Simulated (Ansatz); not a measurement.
Kohn–Sham single points on C$_{3}$H$_{9}$FS$_{3}$Sn (`C[S][Sn]([F])([S]C)[S]C`).

```yaml
crystal:
  periodic: [false, false, false]
  atoms:
    - {symbol: C, position_ang: [-0.352968, 1.663695, -1.644969]}
    - {symbol: S, position_ang: [-0.858980, 1.503657, 0.097105]}
    - {symbol: Sn, position_ang: [0.156118, -0.610423, 0.524854]}
    - {symbol: F, position_ang: [-0.326582, -0.880232, 2.370317]}
    - {symbol: S, position_ang: [2.519999, -0.551827, 0.346001]}
    - {symbol: C, position_ang: [2.830935, 0.863637, 1.449083]}
    - {symbol: S, position_ang: [-0.773338, -2.360245, -0.778010]}
    - {symbol: C, position_ang: [-2.527902, -2.082827, -0.375928]}
    - {symbol: H, position_ang: [0.732096, 1.683621, -1.743760]}
    - {symbol: H, position_ang: [-0.766372, 0.860591, -2.254588]}
    - {symbol: H, position_ang: [-0.757051, 2.614651, -1.991758]}
    - {symbol: H, position_ang: [3.889748, 1.099210, 1.342468]}
    - {symbol: H, position_ang: [2.241854, 1.732392, 1.156324]}
    - {symbol: H, position_ang: [2.623989, 0.602069, 2.485419]}
    - {symbol: H, position_ang: [-3.093720, -2.741008, -1.035133]}
    - {symbol: H, position_ang: [-2.820774, -1.050710, -0.566709]}
    - {symbol: H, position_ang: [-2.736153, -2.346552, 0.659585]}
basis:
  gaussian: {orbitals: def2-TZVPP}
hamiltonian: {xc: pbe, dispersion: d4}
output: {forces: true, orbitals: {seedname: orbitals}}
```

```sh
$ ansatz run in.yaml --threads 4 --pin off --events-out ev --progress --plain --max-ram 66560MiB --backend cuda --devices 0, --max-vram 37GiB
```

Shortened log:

```
Functional definition: PBE
2467 factors; their error is unknown
mean field evaluation 1: about -44275.7629 eV, gradient 1.0e2 eV
mean field evaluation 2: about -44216.6037 eV, gradient 1.9e2 eV
mean field evaluation 4: about -44297.6673 eV, gradient 1.7e1 eV
mean field evaluation 8: about -44298.1791 eV, gradient 1.8e-1 eV
mean field evaluation 16: about -44298.1351 eV, gradient 2.0e-3 eV
mean field -44298.13512756 eV, -1627.9264395834 hartree, gradient 3.5e-5 eV, S^2 0.000000; 0 other end points of the search recorded, 0 dependent functions left out
reference -44298.13518634 eV, -1627.9264417435 hartree; 53, 53 occupied and 373, 373 virtual orbitals, 2467 factors
Total energy: -44298.71029506 eV, -1627.9475765991 hartree
Atom 0 at    -0.352968     1.663695    -1.644969 Å, force     0.022527    -0.014733    -0.042258 eV/Å
Atom 1 at    -0.858980     1.503657     0.097105 Å, force    -0.241748     0.308283     0.213895 eV/Å
Atom 2 at     0.156118    -0.610423     0.524854 Å, force     0.097995     0.021092    -0.324180 eV/Å
Atom 3 at    -0.326582    -0.880232     2.370317 Å, force    -0.170747    -0.083155     0.634484 eV/Å
Atom 4 at     2.519999    -0.551827     0.346001 Å, force     0.330448    -0.215566    -0.209237 eV/Å
Atom 5 at     2.830935     0.863637     1.449083 Å, force    -0.008892     0.028554     0.035756 eV/Å
Atom 6 at    -0.773338    -2.360245    -0.778010 Å, force     0.131614    -0.325461    -0.278561 eV/Å
Atom 7 at    -2.527902    -2.082827    -0.375928 Å, force    -0.034267     0.015013     0.027278 eV/Å
Atom 8 at     0.732096     1.683621    -1.743760 Å, force     0.216640     0.004509    -0.033647 eV/Å
Atom 9 at    -0.766372     0.860591    -2.254588 Å, force    -0.076244    -0.156539    -0.133458 eV/Å
Atom 10 at    -0.757051     2.614651    -1.991758 Å, force    -0.081437     0.192802    -0.071672 eV/Å
Atom 11 at     3.889748     1.099210     1.342468 Å, force     0.211490     0.049581    -0.019261 eV/Å
Atom 12 at     2.241854     1.732392     1.156324 Å, force    -0.117221     0.183440    -0.049487 eV/Å
Atom 13 at     2.623989     0.602069     2.485419 Å, force    -0.036006    -0.036955     0.210964 eV/Å
Atom 14 at    -3.093720    -2.741008    -1.035133 Å, force    -0.115864    -0.131053    -0.131199 eV/Å
Atom 15 at    -2.820774    -1.050710    -0.566709 Å, force    -0.070714     0.209333    -0.033393 eV/Å
Atom 16 at    -2.736153    -2.346552     0.659585 Å, force    -0.057574    -0.049144     0.203976 eV/Å
Dipole moment:    -0.033247     0.327305    -0.428438 e Å
```

Run time 5.5 s (4 threads of an AMD EPYC 7R13 on a shared host and a share of an NVIDIA H100 80 GB); peak host memory 0.93 GiB.

Changing it to `hamiltonian: {xc: hse06, dispersion: d4}` and no forces (abridged; 8.5 s):

```
Functional definition: HSE06
mean field evaluation 16: about -44300.6002 eV, gradient 6.6e-4 eV
mean field -44300.60017469 eV, -1628.0170283945 hartree, gradient 6.9e-5 eV, S^2 0.000000
Total energy: -44301.07887727 eV, -1628.0346203901 hartree
```

With the line `hamiltonian: {xc: {name: BHLYP}, dispersion: d4}` and no forces (abridged; 6.5 s):

```
Functional definition: BHLYP
mean field evaluation 16: about -44313.8999 eV, gradient 1.4e-4 eV
mean field -44313.89993893 eV, -1628.5057857153 hartree, gradient 4.8e-5 eV, S^2 0.000000
Total energy: -44314.70449417 eV, -1628.5353525752 hartree
```

The same input with `hamiltonian: {xc: {name: CAM-B3LYP}, dispersion: d4}` and no forces (abridged; 5.5 s):

```
Functional definition: CAM-B3LYP
mean field evaluation 16: about -44316.9620 eV, gradient 1.5e-4 eV
mean field -44316.96197151 eV, -1628.6183133373 hartree, gradient 4.3e-5 eV, S^2 0.000000
Total energy: -44317.48980142 eV, -1628.6377107288 hartree
```

The same input with `hamiltonian: {xc: r2scan, dispersion: d4}` (abridged; 6 s):

```
Functional definition: r2SCAN
mean field evaluation 16: about -44316.2718 eV, gradient 1.1e-3 eV
mean field -44316.27183955 eV, -1628.5929514556 hartree, gradient 7.3e-5 eV, S^2 0.000000
Total energy: -44316.42361710 eV, -1628.5985291778 hartree
Atom 0 force     0.050932     0.021665    -0.184289 eV/Å
Atom 1 force    -0.119736     0.114571     0.167759 eV/Å
Atom 2 force     0.015136    -0.000628    -0.047597 eV/Å
Atom 3 force    -0.038440    -0.005751     0.123049 eV/Å
Atom 4 force     0.108474    -0.149053    -0.120136 eV/Å
Atom 5 force     0.035169     0.145708     0.121574 eV/Å
Atom 6 force     0.128356    -0.139157    -0.114662 eV/Å
Atom 7 force    -0.184330     0.025243     0.047269 eV/Å
Atom 8 force    -0.019612     0.000440    -0.002916 eV/Å
Atom 9 force     0.009152     0.016098     0.006932 eV/Å
Atom 10 force     0.009735    -0.022436     0.007679 eV/Å
Atom 11 force    -0.027336    -0.005533     0.005360 eV/Å
Atom 12 force     0.015278    -0.014818     0.007483 eV/Å
Atom 13 force     0.002994     0.010728    -0.019053 eV/Å
Atom 14 force     0.013045     0.016136     0.018474 eV/Å
Atom 15 force     0.001625    -0.022032     0.002883 eV/Å
Atom 16 force    -0.000442     0.008817    -0.019808 eV/Å
Dipole moment:    -0.038393     0.342734    -0.438114 e Å
```

Changing it to `hamiltonian: {xc: {name: PBE-QIDH}}` and no forces (abridged; 4.6 s):

```
Functional definition: PBE-QIDH
mean field evaluation 16: about -44271.9054 eV, gradient 2.7e-4 eV
mean field -44271.90544807 eV, -1626.9625166412 hartree, gradient 4.1e-6 eV, S^2 0.000000
23 core orbitals not correlated: weight in the atoms' cores, before any rotation towards them, 1.000 or more for the frozen orbitals, at most 0.000 for the correlated occupied ones
second order -49.94961112 eV of doubles, -0.00000000 eV of singles
Total energy: -44288.55533514 eV, -1627.5743887052 hartree
```

HSE06 is the plane-wave form, built on full-range PBE exchange.
